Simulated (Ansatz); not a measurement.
`N#[C][GeH]([F])[Cl]` + difluoromethane → `N#CC(F)F` + `[F][GeH2][Cl]`  (formal exchange of groups at a C–Ge bond)

Program: Ansatz. Geometries: PBE0-D4/def2-TZVP. ΔE: electronic, gas phase. CBS: MP2 limit from def2 TZ/QZ plus the TZ coupled-cluster correction, frozen cores. This one scheme is used for every species. DFT in def2-TZVPP. B3LYP here is the variant with VWN-RPA as its local correlation; programs differ in this. HSE06 is defined as in plane-wave codes. For Ge outer-core shells are correlated without core-valence functions, which leaves a few kJ/mol of doubt a bond. Scalar relativity is left out up to krypton.

```csv
level,ΔE (kJ/mol),difference from CCSD(T)/CBS
LDA (SPW92),31.5,-24.7
PBE-D4,43.3,-12.9
revPBE-D4,45.2,-11.0
BLYP-D4,48.3,-7.9
r2SCAN-D4,47.1,-9.1
B97M-V,43.3,-12.9
B3LYP-D4,50.1,-6.1
r2SCANh-D4,48.0,-8.2
r2SCAN0-D4,49.3,-6.9
HSE06-D4,46.8,-9.4
ωB97X-V,49.9,-6.3
ωB97M-V,50.4,-5.8
B2PLYP,53.5,-2.7
PBE,41.9,-14.3
revPBE,44.7,-11.5
BLYP,45.9,-10.3
r2SCAN,46.7,-9.5
PBE0,45.4,-10.8
B3LYP,47.8,-8.4
r2SCANh,47.6,-8.6
r2SCAN0,48.7,-7.5
HSE06,45.4,-10.8
BHLYP,51.1,-5.1
CAM-B3LYP,47.2,-9.0
LC-ωPBE,47.7,-8.5
RPA@PBE/def2-TZVPP,58.7,2.5
HF/def2-SVP,47.3,-8.9
MP2/def2-SVP,47.4,-8.8
CCSD/def2-SVP,44.2,-12.0
CCSD(T)/def2-SVP,43.8,-12.4
HF/def2-TZVPP,57.0,0.8
MP2/def2-TZVPP,61.5,5.3
SCS-MP2/def2-TZVPP,61.0,4.8
CCSD/def2-TZVPP,58.0,1.8
CCSD(T)/def2-TZVPP,58.1,1.9
HF/def2-QZVPP,56.3,0.1
MP2/def2-QZVPP,60.2,4.0
HF/CBS(def2),56.3,0.1
MP2/CBS(def2),59.6,3.4
CCSD/CBS(def2),56.1,-0.1
CCSD(T)/CBS,56.2,0
```

**Question.** What do rigid-rotor, harmonic-oscillator terms from PBE0-D4/def2-TZVP frequencies (298.15 K, 1 bar) make of the CCSD(T)/CBS value? (An estimate is asked.)

**Answer.** The calculation gave: ΔZPE = -5.8 kJ/mol, ΔH = +48.6 kJ/mol, ΔS = -1 J/(mol·K), ΔG = +49.0 kJ/mol.

Largest T1 diagnostic among the species: 0.013.

Leaving LDA and LC-ωPBE aside and taking each functional with its dispersion term where it has one, the values, not all of them listed here, spread over 10.8 kJ/mol, from PBE-D4 to BHLYP-D4. LDA lies −10.4 kJ/mol from PBE without D4. From PBE to PBE0 (25 % exact exchange), in def2-TZVPP and without D4, ΔE moves by +3.5 kJ/mol. At CCSD(T), def2-SVP lies −12.4 kJ/mol from the extrapolated value and def2-TZVPP +1.9 kJ/mol.
